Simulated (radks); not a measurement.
Effect of the nuclear size on the neon ion Ne2+, [He] 2s2 2p4. Calculated with a radial shooting solver on a logarithmic mesh with Libxc functionals: Dirac Kohn-Sham, relativistic LDA (MacDonald-Vosko exchange, VWN5 correlation), spin-unpolarised, spherical densities, finite nucleus; open shells fill j = l - 1/2 first; Fermi nuclear charge, rms radius 3.0055 fm. The rms radius is varied about that value; shifts are against it.

| rms radius (fm) | total energy shift (eV) | density at nucleus (e/bohr^3) | 1s1/2 shift (meV) |
|---|---|---|---|
| 2.6478 | -0.000265 | 644.8 | -0.107 |
| 2.7621 | -0.000184 | 644.6 | -0.074 |
| 3.0055 | 0 | 644.2 | 0.000 |
| 3.1438 | 0.000111 | 644 | 0.045 |
| 3.3932 | 0.000325 | 643.7 | 0.131 |

Slopes of the eigenvalues against <r^2> in GHz/fm^2, as finite differences over the two radii next to the reference (eigenvalue slopes, not the field-shift constants of lines): 1s1/2 12.8.
